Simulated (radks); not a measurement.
Problem. Valence configurations of Eu2+ (all share [Xe]). Method: Dirac Kohn-Sham, PBE, spin-unpolarised, spherical densities, point nucleus; open shells fill j = l - 1/2 first; computed with a radial shooting solver on a logarithmic mesh with Libxc functionals. Order these by energy: 4f5.5 5d1 6p0.5; 4f6.5 6p0.5; 4f7; 4f3 5d2 6p2; 4f2 5d3 6p2; 4f5 5d2; 4f1 5d2 6s2 6p2; 4f6 5d1; 4f5.5 6s1 6p0.5; 4f5 6s2.

Solution. From the lowest, in eV above it: 4f7 0.000; 4f6.5 6p0.5 3.460; 4f6 5d1 3.912; 4f5.5 5d1 6p0.5 10.455; 4f5.5 6s1 6p0.5 12.205; 4f5 5d2 13.191; 4f5 6s2 17.453; 4f3 5d2 6p2 67.298; 4f2 5d3 6p2 97.717; 4f1 5d2 6s2 6p2 154.34. NIST lists [Xe] 4f7 as the ground configuration; this level of theory agrees among the configurations tried. The energies are those of spherical spin-averaged densities, not of single terms.
